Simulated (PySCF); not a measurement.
Compound: C4H6F2O.
SMILES with atom numbers: `[F:1][CH:2]([F:3])[CH:4]1[CH2:5][O:6][CH2:7]1` (hydrogens: H8 on C2; H9 on C4; H10, H11 on C5; H12, H13 on C7)

Computed with PySCF at PBE0/def2-SVPD, non-relativistic, on one gas-phase PBE0-D3(BJ)/def2-SVP geometry that isn't relaxed in the solvent. The solvent is an IEF-PCM continuum (van der Waals radii × 1.2), and excitations are vertical TDDFT with non-equilibrium linear response and a frozen core. Only the electrostatic response of the medium enters.

Gas-phase singlets (H = HOMO, L = LUMO):

```
state  E (eV)  λ (nm)      f  leading configurations
   S1   6.992     177  0.005      H→L 70%, H→L+1 26%
   S2   7.412     167  0.025      H→L+1 47%, H→L 27%
   S3   7.559     164  0.000               H→L+3 96%
   S4   7.613     163  0.002    H→L+2 74%, H→L+1 20%
   S5   8.752     142  0.011    H→L+5 42%, H-1→L 33%
```

Q: What are the lowest 5 singlets in acetonitrile (ε = 35.69)?

A: 
```
state  E (eV)  λ (nm)      f  leading configurations  change by rank (eV)
   S1   6.959     178  0.002                 H→L 90%               -0.033
   S2   7.515     165  0.029       H→L+1 77%, H→L 9%               +0.103
   S3   7.627     163  0.000               H→L+2 98%               +0.068
   S4   7.765     160  0.001               H→L+3 90%               +0.152
   S5   8.673     143  0.015               H→L+4 89%               -0.079
```

Q: Give the list for dimethylsulfoxide (ε = 46.83), n² = 2.19.

A: 
```csv
state,E (eV),λ (nm),f,leading configurations,change by rank (eV)
S1,6.956,178,0.002,H→L 90%,-0.036
S2,7.512,165,0.030,"H→L+1 78%, H→L 8%",+0.100
S3,7.624,163,0.000,H→L+2 98%,+0.065
S4,7.763,160,0.001,H→L+3 90%,+0.150
S5,8.668,143,0.016,H→L+4 88%,-0.084
```

Q: How do the frontier levels move from gas to dimethylsulfoxide?

A: 
```
orbital  gas (eV)  solvent (eV)  change (eV)                  Löwdin shares, gas              Löwdin shares, solvent
 LUMO+2      1.00          1.31        +0.31   H9 20 %, O6 13 %, H8 12 %, C4 9 %   F1 13 %, F3 12 %, O6 12 %, C5 9 %
 LUMO+1      0.96          1.08        +0.12   C2 15 %, O6 12 %, F3 10 %, H8 8 %   C2 21 %, F3 15 %, F1 14 %, H8 8 %
   LUMO      0.70          0.93        +0.23  C7 16 %, C5 16 %, O6 11 %, H13 8 %  O6 27 %, C7 17 %, C5 16 %, H13 7 %
   HOMO     -7.73         -7.53        +0.20  O6 56 %, C7 10 %, C5 10 %, H13 6 %  O6 54 %, C7 10 %, C5 10 %, H13 6 %
 HOMO-1     -9.41         -9.28        +0.13   O6 46 %, C4 17 %, C7 10 %, C5 9 %   O6 44 %, C4 18 %, C7 10 %, C5 9 %
 HOMO-2     -9.99         -9.66        +0.33   C4 27 %, C5 22 %, C7 22 %, O6 5 %  C4 27 %, C5 22 %, C7 22 %, H11 5 %
 HOMO-3    -10.01         -9.76        +0.25  C2 19 %, C4 17 %, F1 16 %, F3 15 %  C2 20 %, C4 18 %, F1 15 %, F3 14 %
```

The HOMO–LUMO gap goes from 8.43 to 8.47 eV. Rows go by rank; for LUMO, LUMO+1 and LUMO+2 the atom shares or the degeneracy differ between the runs, so the row needn't follow one orbital.

The run took about 60 s of CPU time (one thread, shared machine). This is the whole response run at PBE0/def2-SVPD in dimethylsulfoxide, SCF included.

The values belong to the conformer `[F:1][CH:2]([F:3])[CH:4]1[CH2:5][O:6][CH2:7]1`: F1–C2–C4–C5 -167°.
